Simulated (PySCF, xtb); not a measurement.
C₅H₇FO, SMILES C=C1C[C@@](C)(F)O1.

Harmonic wavenumbers (cm⁻¹) from GFN2-xTB (xtb 6.7.1) at its own minimum, in rising order: 82, 175, 281, 310, 343, 399, 463, 492, 628, 712, 826, 840, 874, 920, 942, 956, 998, 1027, 1114, 1150, 1191, 1224, 1253, 1372, 1386, 1423, 1456, 1466, 1789, 3022, 3025, 3046, 3051, 3056, 3136, 3172.

Q: What does PySCF 2.14.0 with PBE-D3(BJ)/def2-SVP give at its own minimum? (An estimate is asked for; the answer gives what the named calculation found.)

A: 76, 230, 295, 320, 356, 422, 469, 503, 629, 691, 772, 787, 842, 880, 918, 927, 966, 1036, 1074, 1136, 1223, 1248, 1265, 1341, 1357, 1379, 1403, 1406, 1738, 2991, 3019, 3087, 3092, 3098, 3107, 3212. Paired by order, the mean absolute difference is 29 cm⁻¹ and the zero-point energies are 68.0 and 67.6 kcal/mol.
